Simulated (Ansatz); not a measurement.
`C[BH][GaH2]` + NH₃ → `CBN` + `[GaH3]` at 500 K and 1 bar (cleavage of the B–Ga bond).

Isolated molecules relaxed with PBE0-D4/def2-TZVP in Ansatz; ΔE leaves out vibrations. CCSD(T)/CBS adds triple-zeta CCSD(T) − MP2 to the extrapolated MP2 energy (def2 sets, frozen cores). This one scheme is used for every species. For Ga outer-core shells are correlated without core-valence functions, which leaves a few kJ/mol of doubt a bond. Scalar relativity is left out up to krypton. Each species was taken in one conformer, which may not be the lowest.

| species | CCSD(T)/CBS energy (Eh) | H − E (kJ/mol) | S (J/(mol·K)) |
| --- | --- | --- | --- |
| `C[BH][GaH2]` | -1990.35208 | 199.7 | 373.5 |
| NH₃ | -56.50880 | 108.2 | 211.8 |
| `CBN` | -121.21267 | 233.6 | 318.2 |
| `[GaH3]` | -1925.70545 | 69.3 | 243.1 |

H − E and S are ideal-gas, rigid-rotor, harmonic terms from PBE0-D4/def2-TZVP, for one conformer and one mirror image of each species. 1 Eh = 2625.50 kJ/mol, R = 8.31446 J/(mol·K).

By hand: ΔE, ΔH, ΔS and ΔG.

ΔE = (-121.21267) + (-1925.70545) − (-1990.35208) − (-56.50880) = -0.05724 Eh = -150.3 kJ/mol. Δ(H − E) = 233.6 + 69.3 − 199.7 − 108.2 = -5.0, so ΔH = -155.3 kJ/mol. ΔS = 318.2 + 243.1 − 373.5 − 211.8 = -24.0 J/(mol·K). ΔG = -155.3 − 500 × (-24.0)/1000 = -143.3 kJ/mol.

By hand: the equilibrium constant, and the temperature at which ΔG would vanish if ΔH and ΔS stayed fixed.

log₁₀ K = −ΔG/(RT ln 10) = 15.0. ΔG = 0 at ΔH/ΔS = 6471 K, far beyond where these terms or the molecules hold.

ΔH outweighs TΔS. A doubt of 5 kJ/mol in ΔE shifts log₁₀ K by 0.5 here. Other conformers and mirror images would add mixing entropy, several J/(mol·K) or more a flexible species. These are equilibria of isolated gas molecules and say nothing of rates. Largest T1 diagnostic: 0.013 (customary marks: 0.02 for closed shells, 0.045 for open ones).
